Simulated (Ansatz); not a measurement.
Consider the hydrogenolysis of the In–F bond: `F[CH2][InH][F]` + H₂ → `F[CH2][InH2]` + H–F.

Gas-phase electronic energies from Ansatz, PBE0-D4/def2-TZVP geometries. CCSD(T)/CBS adds triple-zeta CCSD(T) − MP2 to the extrapolated MP2 energy (def2 sets, frozen cores). This one scheme is used for every species. DFT in def2-TZVPP. def2 core potentials past Kr. For In outer-core shells are correlated without core-valence functions, which leaves a few kJ/mol of doubt a bond. Each species was taken in one conformer, which may not be the lowest.

`F[CH2][InH][F]`:

Z-matrix (Å, degrees):
```
C
In 1 2.161
F 1 1.385 2 112.2
H 1 1.093 2 109.5 3 -120.8
H 1 1.093 2 109.4 3 120.8
F 2 1.969 1 105.7 3 -179.3
H 2 1.700 1 142.6 3 0.7
```

H₂:

Z-matrix (Å, degrees):
```
H
H 1 0.746
```

`F[CH2][InH2]`:

```xyz
7

F    -1.593   -0.449   -1.061
C    -0.222   -0.484   -0.834
In    0.331    0.569    0.994
H     0.278   -0.041   -1.702
H     0.086   -1.534   -0.783
H    -0.884    1.308    1.962
H     2.004    0.631    1.425
```

H–F:

Z-matrix (Å, degrees):
```
F
H 1 0.920
```

```
             level  ΔE (eV)
           BLYP-D4     0.82
        r2SCANh-D4     0.70
            r2SCAN     0.76
           r2SCANh     0.70
RPA@PBE/def2-TZVPP     0.60
  CCSD(T)/def2-SVP     0.62
SCS-MP2/def2-TZVPP     0.65
    MP2/def2-QZVPP     0.69
```

**Question.** What does CCSD(T)/CBS give? (An estimate is asked.)

**Answer.** Ansatz gave: +0.67 eV. The listed levels differ from it by 0.15, 0.03, 0.09, 0.03, -0.07, -0.05, -0.02, 0.02 eV.

**Question.** What do rigid-rotor, harmonic-oscillator terms from PBE0-D4/def2-TZVP frequencies (298.15 K, 1 bar) make of the CCSD(T)/CBS value? (Best estimate.)

**Answer.** Computed: ΔZPE = +0.08 eV, ΔH = +0.73 eV, ΔS = 16 J/(mol·K), ΔG = +0.68 eV. Modes under 50 cm⁻¹ make the entropy rough.

Largest T1 diagnostic among the species: 0.015.

From BLYP to BHLYP (50 % exact exchange), in def2-TZVPP and without D4, ΔE moves by −0.19 eV. In def2-TZVPP, CCSD(T) changes the Hartree–Fock value by +0.05 eV (the triples alone add +0.04 eV) and MP2 by +0.10 eV. At CCSD(T), def2-SVP lies −0.04 eV from the extrapolated value and def2-TZVPP −0.08 eV.
